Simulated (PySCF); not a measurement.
Run times: copper in x2c-TZVPall

Measured wall times of calculations with PySCF 2.14 in x2c-TZVPall (6s5p4d1f, 48 functions), with the spin-free X2C one-electron Hamiltonian (Gaussian nucleus), run from one Python driver. Hardware: 1 thread of Neoverse-N1 on a shared host, 1.3 GiB allowed. The two-electron integrals over 48 functions were computed once and kept in memory (0.45 CPU seconds with the set-up); the times below exclude them. Kohn-Sham runs start from converged Hartree-Fock orbitals.

Launch command (the driver calls PySCF for each step listed in the task file):

```bash
OMP_NUM_THREADS=1 python atomrun2.py TASK.json OUT
```

| species | step | iterations | wall time (s) |
| --- | --- | --- | --- |
| Cu⁺ [Ar] 3d10 | UHF | 1 | 0.25 |
| Cu⁺ [Ar] 3d10 | PBE0 | 6 | 1.3 |
| Cu⁺ [Ar] 3d10 | TPSS | 7 | 3 |
| Cu⁺ [Ar] 3d10 | MP2 (10 electrons) |  | 0.07 |
| Cu²⁺ [Ar] 3d9 | UHF | 7 | 0.31 |
| Cu²⁺ [Ar] 3d9 | PBE0 | 6 | 1.3 |
| Cu²⁺ [Ar] 3d9 | TPSS | 6 | 2.6 |
| Cu²⁺ [Ar] 3d9 | MP2 (9 electrons) |  | 0.07 |

Peak memory of the process: 0.23 GiB. Times on a shared host vary from run to run.
